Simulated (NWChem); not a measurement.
Molecule: iminoborane (BNH$_{2}$); SMILES N=B

```xyz
4

B      0.0001     0.6867     0.0000
N      0.0002    -0.5459     0.0000
H     -0.0002     1.8583     0.0000
H      0.0032    -1.5374     0.0000
```
Atoms are numbered in this order, from 1.

Structure relaxed at the PBE0-D3(BJ)/def2-TZVP level.

Q: Split the isotropic spin-spin couplings (Hz) from PBE/pcJ-1 (NWChem) into Fermi-contact, spin-dipolar, paramagnetic and diamagnetic spin-orbit terms, for the pairs 1–2, 1–3, 2–3.

A: 
```
pair               FC    SD    PSO    DSO   total
-------------  ------  ----  -----  -----  ------
11B(1)–14N(2)   58.49  2.78   1.52   0.01   62.80
11B(1)–1H(3)   244.60  0.56  -0.60   0.42  244.99
14N(2)–1H(3)    10.92  0.25   1.33  -0.24   12.26
```
